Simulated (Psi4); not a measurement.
HAl, singlet, at a GFN2-xTB geometry (such geometries of metal compounds can be far from the true shape), with bond 1-2 at 1.6 times its length. Base run: M06-2X/pcseg-1 in Psi4.

Geometry (Å):
```xyz
2

Al     0.0000     0.0000    -1.0831
H      0.0000     0.0000     1.4979
```
Charge 0, spin multiplicity 1.
All else is at Psi4's defaults (density fitting).
Base energy -242.88342 Eh.

Each row names what was changed in the base input (with any setting that the change needs).

```
change                          ΔE vs base (mEh)  SCF cycles  grid points  basis functions                outcome
------------------------------  ----------------  ----------  -----------  ---------------  ---------------------
base                                       0.000           6        43815               23              converged
dft_radial_points = 99                    -0.025           6        57413               23              converged
e_convergence = 1e-4                       0.000           6        43815               23              converged
d_convergence = 1e-4                       0.000           5        43815               23              converged
basis_guess = sto-3g                       0.000           6        43815               23              converged
guess = sap                                0.000           7        43815               23              converged
dft_spherical_points = 590                -0.006           6        85093               23              converged
guess = sapgau                             0.000           6        43815               23              converged
soscf = true                                   -           -            -               23  stopped with an error
guess = modhuckel                          0.000           7        43815               23              converged
dft_radial_scheme = mura                  -0.026           6        44140               23              converged
dft_basis_tolerance = 1e-8                 0.000           6        43044               23              converged
scf_initial_accelerator = none             0.000           6        43815               23              converged
```

- soscf = true: ended with `Fatal Error: Vx: RKS does not support rotated V builds for MGGA's`
